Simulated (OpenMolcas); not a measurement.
Multiplet structure of Tc V

* Program: OpenMolcas 26.06
* Method: SS-RASPT2, IPEA 0.25 Eh, imaginary shift 0.1 Eh (closed shells correlated: 4s)
* Basis: ANO-RCC-VQZP [8s7p5d3f2g1h]
* Scalar Hamiltonian: DKH2, point nucleus
* Active space: 9 electrons in 8 orbitals (RAS1 4p, at most 2 holes; RAS2 4d)
* State averaging: 2S+1 = 4 even, 10 roots; 2S+1 = 2 even, 40 roots
* Spin-orbit coupling: state interaction with AMFI integrals over the reference wave functions, term energies averaged over their components

Spin-free terms above the lowest, with the occupations of the reference:

```csv
Configuration,Term,E (cm⁻¹),Occupations
4d³,⁴F,0.0,4p 5.98 4d 3.02
4d³,⁴P,11080,4p 5.97 4d 3.03
4d³,²G,12260,4p 5.98 4d 3.02
4d³,²P,15320,4p 5.97 4d 3.03
4d³,²H,16440,4p 5.98 4d 3.02
4d³,²D(1),17440,4p 5.97 4d 3.03
4d³,²F,27070,4p 5.97 4d 3.02
4d³,²D(2),43620,4p 5.97 4d 3.03
```

With spin-orbit coupling, above the lowest level:

| Configuration | Term | J | E (cm⁻¹) | g | Term weight % | Second |
| --- | --- | --- | --- | --- | --- | --- |
| 4d³ | ⁴F | 3/2 | 0.0 | 0.405 | 98 |  |
| 4d³ | ⁴F | 5/2 | 1077 | 1.030 | 99 |  |
| 4d³ | ⁴F | 7/2 | 2410 | 1.236 | 99 |  |
| 4d³ | ⁴F | 9/2 | 3880 | 1.329 | 98 | 2 ²G |
| 4d³ | ⁴P | 3/2 | 12200 | 1.646 | 82 | 15 ²P |
| 4d³ | ⁴P | 1/2 | 12260 | 2.523 | 93 | 7 ²P |
| 4d³ | ²G | 7/2 | 13930 | 0.892 | 99 |  |
| 4d³ | ⁴P | 5/2 | 13970 | 1.595 | 98 |  |
| 4d³ | ²G | 9/2 | 14780 | 1.075 | 78 | 20 ²H |
| 4d³ | ²D(1) | 3/2 | 17200 | 1.160 | 43 | 40 ²P |
| 4d³ | ²P | 1/2 | 17480 | 0.813 | 93 | 7 ⁴P |
| 4d³ | ²H | 9/2 | 19170 | 0.951 | 80 | 20 ²G |
| 4d³ | ²H | 11/2 | 19480 | 1.091 | 100 |  |
| 4d³ | ²D(1) | 5/2 | 20800 | 1.204 | 98 |  |
| 4d³ | ²D(1) | 3/2 | 21080 | 1.056 | 52 | 45 ²P |
| 4d³ | ²F | 7/2 | 29370 | 1.142 | 100 |  |
| 4d³ | ²F | 5/2 | 29800 | 0.861 | 99 |  |
| 4d³ | ²D(2) | 5/2 | 46050 | 1.198 | 99 |  |
| 4d³ | ²D(2) | 3/2 | 46650 | 0.800 | 100 |  |

Spin-orbit coupling puts the lowest level 2492 cm⁻¹ below the lowest spin-free term.

A least-squares Racah fit to the terms below 60000 cm-1, each weighted by 2L + 1 and with a free common offset, gives B = 745 cm-1 and C = 3151 cm-1 (C/B = 4.23), with an rms deviation of 284 cm-1.

For ⁴F the intervals divided by the larger J are 430.7, 379.5, 327.1 cm-1. Landé's interval rule makes them equal in pure LS coupling; they differ by 27 % of their mean. The multiplet is regular.

CASPT2 breaks the degeneracy within a term, and the mean is taken; among the terms shown or strongly mixed into the levels shown the widest spread is 300 cm-1 (4d³ ⁴F). Active for correlation alone: 4p; no level in the range computed is led by a configuration that opens it, so any true level of that kind is missing. Levels of configurations outside the active space are missing. The first state left out of the spin-orbit step lies near 670000 cm-1 above the lowest spin-free state of the reference (among the parities and spins computed), and the list stops at four fifths of that energy or lower.

The term weight is that of the spin-free term in the level, not the purity of its configuration. A number in round brackets counts repeated terms of one configuration in the order of the reference energies.
